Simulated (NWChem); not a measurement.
The numbers come from NWChem runs, not from measurements. System: BN, charge 0, spin multiplicity 3, at a geometry optimised with UPBE0/def2-SVP. The structure started from a generated list of species. Its SCF solution wasn't tested for a lower state. Level: UMP2/cc-pVDZ, 2 core orbitals frozen.

Job file:

```
start mol
memory heap 200 mb stack 900 mb global 1100 mb
geometry units angstroms nocenter noautoz
  B      0.000000     0.000000     0.768245
  N      0.000000     0.000000    -0.548746
  symmetry group C2v
end
basis spherical
  * library cc-pvdz
end
scf
  uhf
  nopen 2
  maxiter 100
  thresh 1e-7
  semidirect memsize 60000000 filesize 0
  # guess.movecs holds the orbitals of an unrestricted PBE0 run
  vectors input guess.movecs output mol.movecs
end
mp2
  freeze core 2
end
task mp2 energy
```

Output (cleaned and shortened):

```
             Northwest Computational Chemistry Package (NWChem) 7.3.0
             --------------------------------------------------------

                                NWChem Input Module
                                -------------------

 Scaling coordinates for geometry "geometry" by  1.889725989
 (inverse scale =  0.529177249)

 Turning off AUTOSYM since
 SYMMETRY directive was detected!

                             Geometry "geometry" -> ""
                             -------------------------

 Output coordinates in angstroms (scale by  1.889725989 to convert to a.u.)

  No.       Tag          Charge          X              Y              Z
 ---- ---------------- ---------- -------------- -------------- --------------
    1 B                    5.0000     0.00000000     0.00000000     0.76824500
    2 N                    7.0000     0.00000000     0.00000000    -0.54874600

 Effective nuclear repulsion energy (a.u.)      14.0632728052

            Nuclear Dipole moment (a.u.)
            ----------------------------
        X                 Y               Z
 ---------------- ---------------- ----------------
     0.0000000000     0.0000000000     0.0000056692

      Symmetry information
      --------------------

 Group name             C2v
 Group number             16
 Group order               4
 No. of unique centers     2

      Symmetry unique atoms

     1    2


 Summary of "ao basis" -> "" (spherical)
 ------------------------------------------------------------------------------
       Tag                 Description            Shells   Functions and Types
 ---------------- ------------------------------  ------  ---------------------
 *                          cc-pvdz                   on all atoms

 Summary of "ao basis" -> "ao basis" (spherical)
 ------------------------------------------------------------------------------
       Tag                 Description            Shells   Functions and Types
 ---------------- ------------------------------  ------  ---------------------
 B                          cc-pvdz                  6       14   3s2p1d
 N                          cc-pvdz                  6       14   3s2p1d

                                 NWChem SCF Module
                                 -----------------

  ao basis        = "ao basis"
  functions       =    28
  atoms           =     2
  alpha electrons =     7
  beta  electrons =     5
  charge          =   0.00
  wavefunction    = UHF
  use symmetry    = T
  symmetry adapt  = T

 Summary of "ao basis" -> "ao basis" (spherical)
 ------------------------------------------------------------------------------
       Tag                 Description            Shells   Functions and Types
 ---------------- ------------------------------  ------  ---------------------
 B                          cc-pvdz                  6       14   3s2p1d
 N                          cc-pvdz                  6       14   3s2p1d

      Symmetry analysis of basis
      --------------------------

        a1         14
        a2          2
        b1          6
        b2          6

 Forming initial guess at       0.0s

   Symmetry analysis of molecular orbitals - initial alpha
   -------------------------------------------------------

  Numbering of irreducible representations:

     1 a1          2 a2          3 b1          4 b2

  Orbital symmetries:

     1 a1          2 a1          3 a1          4 a1          5 b1
     6 a1          7 b2          8 b1          9 b2         10 a1
    11 b1         12 b2         13 a1         14 a1         15 a1
    16 a2         17 a1

   Symmetry analysis of molecular orbitals - initial beta
   ------------------------------------------------------

  Numbering of irreducible representations:

     1 a1          2 a2          3 b1          4 b2

  Orbital symmetries:

     1 a1          2 a1          3 a1          4 a1          5 b2
     6 b1          7 a1          8 b2          9 b1         10 a1
    11 b2         12 b1         13 a1         14 a1         15 a1
    16 a2         17 a1

 Starting SCF solution at       0.0s

 ----------------------------------------------
         Quadratically convergent UHF

 Convergence threshold     :          1.000E-07
 Maximum no. of iterations :          100
 Integral*density screening:          1.000E-09
 ----------------------------------------------

              iter       energy          gnorm     gmax       time
             ----- ------------------- --------- --------- --------
                 1      -78.9869471964  2.60D-01  8.02D-02      0.1
                 2      -78.9963380779  1.69D-02  7.89D-03      0.1
                 3      -78.9969300391  4.13D-03  2.22D-03      0.1
                 4      -78.9969396237  3.60D-05  1.62D-05      0.1
                 5      -78.9969396257  1.36D-08  7.43D-09      0.1

       Final UHF  results
       ------------------

         Total SCF energy =    -78.996939625734
      One electron energy =   -134.426786263193
      Two electron energy =     41.366573832263
 Nuclear repulsion energy =     14.063272805197

                       Sz =      1.0000
                 Sz(Sz+1) =      2.0000
                      S^2 =      2.0474

        Time for solution =      0.1s

       Symmetry analysis of molecular orbitals - alpha
       -----------------------------------------------

  Numbering of irreducible representations:

     1 a1          2 a2          3 b1          4 b2

  Orbital symmetries:

     1 a1          2 a1          3 a1          4 a1          5 b1
     6 a1          7 b2          8 b1          9 b2         10 a1
[...]
   Bfn.  Coefficient  Atom+Function         Bfn.  Coefficient  Atom+Function
  ----- ------------  ---------------      ----- ------------  ---------------
     8      0.765199  1 B  py                22     -0.565335  2 N  py
    19     -0.367402  2 N  py                 5      0.337527  1 B  py

 Vector   10  Occ=0.000000D+00  E= 2.424508D-01  Symmetry=a1
              MO Center= -3.6D-16,  3.4D-16,  6.6D-01, r^2= 4.7D+00
   Bfn.  Coefficient  Atom+Function         Bfn.  Coefficient  Atom+Function
  ----- ------------  ---------------      ----- ------------  ---------------
     9      1.579213  1 B  pz                17      1.555482  2 N  s
     3     -1.232147  1 B  s                 23      0.317804  2 N  pz

                     UHF Final Beta Molecular Orbital Analysis
                     -----------------------------------------

 Vector    3  Occ=1.000000D+00  E=-1.028634D+00  Symmetry=a1
              MO Center= -1.7D-16, -4.6D-16, -2.4D-01, r^2= 6.1D-01
   Bfn.  Coefficient  Atom+Function         Bfn.  Coefficient  Atom+Function
  ----- ------------  ---------------      ----- ------------  ---------------
    16      0.423474  2 N  s                 17      0.338683  2 N  s
     6     -0.218551  1 B  pz                 2      0.214052  1 B  s

 Vector    4  Occ=1.000000D+00  E=-5.128799D-01  Symmetry=a1
              MO Center= -3.2D-15, -1.8D-15, -6.2D-01, r^2= 8.8D-01
   Bfn.  Coefficient  Atom+Function         Bfn.  Coefficient  Atom+Function
  ----- ------------  ---------------      ----- ------------  ---------------
    20      0.500141  2 N  pz                17     -0.386443  2 N  s
    23      0.307596  2 N  pz                 2      0.257602  1 B  s
     6     -0.200435  1 B  pz                16     -0.200597  2 N  s

 Vector    5  Occ=1.000000D+00  E=-4.348185D-01  Symmetry=b2
              MO Center=  1.9D-16,  4.0D-15, -2.7D-01, r^2= 1.1D+00
   Bfn.  Coefficient  Atom+Function         Bfn.  Coefficient  Atom+Function
  ----- ------------  ---------------      ----- ------------  ---------------
    19      0.530997  2 N  py                22      0.382731  2 N  py
     5      0.259157  1 B  py

 Vector    6  Occ=0.000000D+00  E= 1.416866D-02  Symmetry=a1
              MO Center= -1.9D-16, -2.7D-15,  1.3D+00, r^2= 1.7D+00
   Bfn.  Coefficient  Atom+Function         Bfn.  Coefficient  Atom+Function
  ----- ------------  ---------------      ----- ------------  ---------------
     3      0.833466  1 B  s                  9      0.297455  1 B  pz
     6      0.281469  1 B  pz                23     -0.181509  2 N  pz
    20     -0.177211  2 N  pz

 Vector    7  Occ=0.000000D+00  E= 1.523361D-02  Symmetry=b1
              MO Center= -8.5D-15, -2.2D-16,  2.1D-01, r^2= 2.0D+00
   Bfn.  Coefficient  Atom+Function         Bfn.  Coefficient  Atom+Function
  ----- ------------  ---------------      ----- ------------  ---------------
     7      0.481655  1 B  px                 4      0.316335  1 B  px
    18      0.302476  2 N  px                21      0.243760  2 N  px

 Vector    8  Occ=0.000000D+00  E= 1.716212D-01  Symmetry=b2
              MO Center=  5.9D-15, -4.1D-14,  7.4D-01, r^2= 3.1D+00
   Bfn.  Coefficient  Atom+Function         Bfn.  Coefficient  Atom+Function
  ----- ------------  ---------------      ----- ------------  ---------------
     8      0.918130  1 B  py                22     -0.507208  2 N  py
    19     -0.289442  2 N  py                 5      0.283685  1 B  py

 center of mass
 --------------
 x =   0.00000000 y =   0.00000000 z =   0.05845571

 moments of inertia (a.u.)
 ------------------
          38.176106035717           0.000000000000           0.000000000000
           0.000000000000          38.176106035717           0.000000000000
           0.000000000000           0.000000000000           0.000000000000

  Mulliken analysis of the total density
  --------------------------------------

    Atom       Charge   Shell Charges
 -----------   ------   -------------------------------------------------------
    1 B    5     4.87   2.00  0.67  0.47  1.24  0.41  0.09
    2 N    7     7.13   2.00  0.85  0.84  2.05  1.36  0.03

  Mulliken analysis of the alpha density
  --------------------------------------

    Atom       Charge   Shell Charges
 -----------   ------   -------------------------------------------------------
    1 B    5     3.14   1.00  0.45  0.40  0.94  0.31  0.05
    2 N    7     3.86   1.00  0.43  0.42  1.20  0.79  0.02

   Mulliken analysis of the beta density
   -------------------------------------

    Atom       Charge   Shell Charges
 -----------   ------   -------------------------------------------------------
    1 B    5     1.72   1.00  0.22  0.07  0.30  0.09  0.04
    2 N    7     3.28   1.00  0.42  0.42  0.86  0.57  0.01

   Mulliken analysis of the spin density
   -------------------------------------

    Atom       Charge   Shell Charges
 -----------   ------   -------------------------------------------------------
    1 B    5     1.42   0.00  0.22  0.33  0.64  0.22  0.01
    2 N    7     0.58   0.00  0.01  0.01  0.34  0.21  0.01

       Multipole analysis of the density wrt the origin
       ------------------------------------------------

     L   x y z        total         alpha         beta         nuclear
     -   - - -        -----         -----         ----         -------
     0   0 0 0     -0.000000     -7.000000     -5.000000     12.000000

     1   1 0 0      0.000000     -0.000000      0.000000      0.000000
     1   0 1 0      0.000000      0.000000     -0.000000      0.000000
     1   0 0 1      1.000128     -0.715387      1.715509      0.000006

     2   2 0 0     -7.418131     -5.399576     -2.018555      0.000000
     2   1 1 0     -0.000000     -0.000000      0.000000      0.000000
     2   1 0 1     -0.000000     -0.000000     -0.000000      0.000000
     2   0 2 0     -8.968572     -5.581820     -3.386752      0.000000
     2   0 1 1      0.000000      0.000000     -0.000000      0.000000
     2   0 0 2     -8.620289    -17.715813     -8.969980     18.065504

                   NWChem MP2 Semi-direct Energy/Gradient Module
                   ---------------------------------------------

  Basis functions       =     28
  Molecular orbitals    =     28
  Frozen core           =      2
  Frozen virtuals       =      0
  Active alpha occupied =      5
  Active beta occupied  =      3
  Active alpha virtual  =     21
  Active beta virtual   =     23
  Use MO symmetry       = T
  Use skeleton AO sym   = T

  AO/Fock/Back tols     =   1.0D-09  1.0D-09  1.0D-09

 GA uses MA = F    GA memory limited = T

 Available:
  local mem=  1.26D+08
 global mem=  1.44D+08
 local disk=  0.00D+00
  mp2_memr nvloc                    21
  nvloc new                    21
   1 passes of   5:        2097152                       4276                    146329.
   1 passes of   5: M    126155074           G      144177632           F     124057922.

 Semi-direct pass number   1 of   1  for UHF alpha       at        0.1s
  vrange nnbf                   406
  mp2_eaftype                    10  avail_ma_in_mb                  1099
 EAF : mp2_eaftype filesize          10      73165.
  mp2_eaf for mointskh                     10
Node 0 wrote      0.3 Mb in      0.0 s     Agg I/O rate:  2110.2 Mb/s
 Done moints_semi at        0.2s
  mp2_eaftype                    10  avail_ma_in_mb                  1089
 EAF : mp2_eaftype filesize          10      73165.
  mp2_eaf for kh                    10
 Done maket at        0.2s
 Done multipass loop at        0.2s

 GA uses MA = F    GA memory limited = T

 Available:
  local mem=  1.26D+08
 global mem=  1.44D+08
 local disk=  0.00D+00
  mp2_memr nvloc                    23
  nvloc new                    23
   1 passes of   3:        2097152                       3358                     96635.
   1 passes of   3: M    126155074           G      144177632           F     124057922.

 Semi-direct pass number   1 of   1  for UHF beta        at        0.2s
  vrange nnbf                   406
  mp2_eaftype                    10  avail_ma_in_mb                  1099
 EAF : mp2_eaftype filesize          10      48317.
  mp2_eaf for mointskh                     10
Node 0 wrote      0.2 Mb in      0.0 s     Agg I/O rate:  2154.1 Mb/s
 Done moints_semi at        0.3s
  mp2_eaftype                    10  avail_ma_in_mb                  1089
 EAF : mp2_eaftype filesize          10      48317.
  mp2_eaf for kh                    10
 Done maket at        0.3s
 Done multipass loop at        0.3s

          -------------------------------------------
          SCF energy                 -78.996939625734
          Correlation energy          -0.176671674556
          Singlet pairs                0.000000000000
          Triplet pairs                0.000000000000
          Total MP2 energy           -79.173611300290
          -------------------------------------------

          ---------------------------------------------------
                    Spin Component Scaled (SCS) MP2
          Same spin pairs                     -0.048246792170
          Same spin scaling factor             0.333333333333
          Opposite spin pairs                 -0.128424882386
          Opposite spin scaling fact.          1.200000000000
          SCS-MP2 correlation energy          -0.170192122920
          Total SCS-MP2 energy               -79.167131748654
          ---------------------------------------------------

 -----------------------
 Performance information
 -----------------------

 Timer overhead =  9.64D-08 seconds/call

               Nr. of calls         CPU time (s)                 Wall time (s)                GFlops
             ---------------    -------------------     ------------------------------   -------------------
Name         Min   Avg   Max    Min     Avg     Max     Min     Avg     Max   Mx/calls   Min     Max     Sum
mp2: moin     2     2     2   0.14    0.14    0.14     0.14    0.14    0.14    6.95E-2   0.0     0.0     0.0
mp2: make     2     2     2   3.65E-3 3.65E-3 3.65E-3  3.65E-3 3.65E-3 3.65E-3 1.83E-3   0.0     0.0     0.0
mp2: tota     1     1     1   0.16    0.16    0.16     0.16    0.16    0.16    0.16      0.0     0.0     0.0

 The average no. of pstat calls per process was 5.00D+00
 with a timing overhead of 4.82D-07s

 Task  times  cpu:        0.2s     wall:        0.2s

 Total times  cpu:        0.3s     wall:        0.3s
```
